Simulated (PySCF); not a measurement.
SMILES C=CCCOC, GFN2-xTB optimised geometry.

```
16

C      1.65    -0.75     0.00
C      0.33    -0.75     0.00
C     -0.51     0.48     0.00
C     -1.43     0.53     1.23
O     -2.22     1.69     1.15
C     -3.08     1.84     2.25
H      2.22     0.17     0.00
H      2.22    -1.66     0.00
H     -0.21    -1.69     0.01
H     -1.15     0.50    -0.89
H      0.11     1.38    -0.01
H     -2.07    -0.37     1.26
H     -0.82     0.54     2.15
H     -2.52     1.92     3.19
H     -3.64     2.75     2.08
H     -3.78     0.99     2.33
```

Density from PBE/def2-TZVP run with PySCF at that geometry.

Minimum of the electron density along straight lines between bonded atoms, close to the bond critical point (lines longer than 1.1 times the sum of covalent radii, or with two minima, are not listed):

```csv
bond,length / Å,ρ at the minimum / e bohr⁻³,∇²ρ there / e bohr⁻⁵,position (fraction from the first atom)
C1–C2,1.319,0.357,-1.08,0.50
C2–C3,1.494,0.258,-0.65,0.51
C3–C4,1.528,0.245,-0.59,0.49
C4–O5,1.409,0.266,-0.59,0.37
O5–C6,1.402,0.269,-0.59,0.64
C1–H7,1.078,0.284,-0.99,0.64
C1–H8,1.077,0.285,-1.00,0.64
C2–H9,1.083,0.283,-0.98,0.64
C3–H10,1.093,0.275,-0.92,0.64
C3–H11,1.090,0.278,-0.94,0.64
C4–H12,1.103,0.276,-0.93,0.64
C4–H13,1.102,0.277,-0.94,0.64
C6–H14,1.098,0.277,-0.94,0.64
C6–H15,1.088,0.284,-0.99,0.65
C6–H16,1.098,0.277,-0.94,0.64
```
